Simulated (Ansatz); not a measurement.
**The HOMO–LUMO gap down a group: C to Ge**

Gas-phase molecules, one atom swapped for its congeners: GeH2(CH3)F; GeH2(SiH3)F; GeH2(GeH3)F. All are singlets with charge 0.

Shapes, held fixed at every level: PBE0-D4/def2-TZVP. Programs: Ansatz 0.2.0. Values in eV.

Question: How should the HOMO–LUMO gap change along the series?

Answer: At wB97M-V/def2-TZVPP the HOMO–LUMO gap isn't monotonic: it is largest for C and smallest for Si (13.55 and 11.73 eV). 5 of 7 levels show this order throughout; 5 agree on the largest and the smallest. Relativity is left out for Ge. Orbital gaps aren't excitation energies, and the LUMO depends on the basis.

| level | GeH2(CH3)F | GeH2(SiH3)F | GeH2(GeH3)F |
| --- | --- | --- | --- |
| SPW92/def2-TZVPP | 6.99 | 5.59 | 5.69 |
| PBE-D4/def2-TZVPP | 7.15 | 5.74 | 5.82 |
| r2SCAN-D4/def2-TZVPP | 7.88 | 6.31 | 6.40 |
| BHLYP-D4/def2-TZVPP | 11.62 | 9.82 | 9.81 |
| r2SCAN0-D4/def2-TZVPP | 9.93 | 8.16 | 8.21 |
| wB97X-V/def2-TZVPP | 13.95 | 12.16 | 12.16 |
| wB97M-V/def2-TZVPP | 13.55 | 11.73 | 11.77 |
